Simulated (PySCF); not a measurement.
Working out the ionisation energy of Bi(2+)

Bi(2+) [Xe] 4f14 5d10 6s2 6p1 (2P) → Bi(3+) [Xe] 4f14 5d10 6s2 (1S). All numbers are calculated (PySCF 2.14, scalar relativity through the core potential, in cc-pVTZ-PP with ECP60MDF). Frozen: 5s2 5p6 5d10. Energies in hartree (1 hartree = 27.21139 eV):

```json
{"part": "UHF", "Bi(2+) (lower)": "-212.728667", "Bi(3+) (upper)": "-211.882862"}
{"part": "CCSD correlation", "Bi(2+) (lower)": "-0.036252", "Bi(3+) (upper)": "-0.027115"}
{"part": "(T)", "Bi(2+) (lower)": "-0.000355", "Bi(3+) (upper)": "0.000000"}
```

Q: What does Hartree-Fock give?

A: (-211.882862) − (-212.728667) = 0.845805 hartree = 23.016 eV.

Q: What do CCSD and CCSD(T) give?

A: The CCSD correlation energies differ by 0.009137 hartree = 0.249 eV and the triples by 0.000355 hartree = 0.010 eV, so CCSD gives 23.265 eV and CCSD(T) 23.275 eV.

Reference: 25.571 eV (measured; NIST Atomic Spectra Database, ionization energies), between the lowest levels; spin-orbit coupling is absent from the calculation.

What remains against the reference includes basis incompleteness, the frozen core and higher excitations.
